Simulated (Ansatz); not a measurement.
Correcting a cheap level on molecular compounds of Cd

The vertical ionisation energy (cation less neutral) in eV of 6 molecular compounds of Cd: x at r2SCAN-D4/def2-TZVPP, y at CCSD(T)/def2-TZVPP. Shapes, held fixed at every level: PBE0-D4/def2-TZVP. Programs: Ansatz 0.2.0.

```
                          molecule  x (eV)  y (eV)
C4H10Cd (SMILES [CH3][Cd][CH](C)C)    7.88    8.18
                       Cd(NH2)(OH)    9.15    9.32
                          Cd(OH)Cl   10.28   10.81
                           Cd(OH)F   10.76   11.03
       CdCl2 (SMILES [Cl][Cd][Cl])   10.80       ?
        CdClF (SMILES [F][Cd][Cl])   11.37   11.63
```

**Question.** Fit y = c + s·x to the known rows and predict y for CdCl2.

**Answer.** 
1. Means of the 5 rows: x = 9.8880, y = 10.194.
2. Σ(Δx)² = 7.6871, Σ(Δx·Δy) = 7.7877, so the slope is 7.7877/7.6871 = 1.0131.
3. Intercept: 10.194 − (1.0131) × 9.8880 = 0.176. The largest residual of the fit is 0.22.
4. CdCl2: 0.176 + 1.0131 × 10.80 = 11.12 eV.

CCSD(T)/def2-TZVPP gives 11.40 eV, so the prediction is off by -0.28 eV, more than the largest residual. Uncorrected, r2SCAN-D4/def2-TZVPP misses it by -0.60 eV, and the other rows by 0.31 on average. The line removes about 50 % of this miss. Left out in turn, the other rows are missed by 0.14 eV on average, so much of the error is systematic among these molecules. Cations run unrestricted. For atoms past krypton def2 sets carry core potentials with scalar relativity. Outer-core shells of Cd are correlated, in sets that cover them unevenly.
